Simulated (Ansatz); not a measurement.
Reaction (SMILES): N[SiH3] → N[SiH2-] + H+
Each molecule is optimised on its own at B3LYP-D3(BJ)/def2-TZVP (Ansatz, an electronic-structure program), one conformer each, not searched for the lowest. Frequencies are from Ansatz.
Geometry of the first species:
```xyz
7

Si    -0.5698    -0.0218     0.0815
N      1.1270     0.0592    -0.2111
H     -1.1332     1.3310    -0.1334
H     -1.1511    -0.9874    -0.8795
H     -0.9726    -0.4582     1.4471
H      1.6789     0.7924     0.2058
H      1.6667    -0.7871    -0.3025
```
Charge 0, spin multiplicity 1.

Wanted: gas-phase deprotonation energy (0 K, with B3LYP-D3(BJ) harmonic zero-point energies), in eV. Cores are frozen in the correlated levels unless marked. Spin-orbit coupling is left out. Non-relativistic. Anions need diffuse functions: aug- sets have them; def2-D sets add few; the other sets have none. Basis-set limits of correlation are two-point, X^-3; Hartree-Fock from the larger set.

Level to compare with: CCSD(T)/CBS(aug-cc-pV(T+d)Z,aug-cc-pV(Q+d)Z) (Ansatz), 16.50 eV. It is a level with limits of its own, and the differences hold the functionals' basis error too.

Q: Rank these functionals by how close they come to CCSD(T)/CBS(aug-cc-pV(T+d)Z,aug-cc-pV(Q+d)Z), closest first: r2SCANh/def2-TZVPD (Ansatz); B97M-V/def2-TZVPD (Ansatz); wB97X-V/def2-TZVPD (Ansatz).

A: r2SCANh/def2-TZVPD (hybrid meta-GGA, 16.53 eV, difference 0.03), wB97X-V/def2-TZVPD (range-separated hybrid with VV10, 16.59 eV, difference 0.09), B97M-V/def2-TZVPD (meta-GGA with VV10, 16.36 eV, difference -0.14)
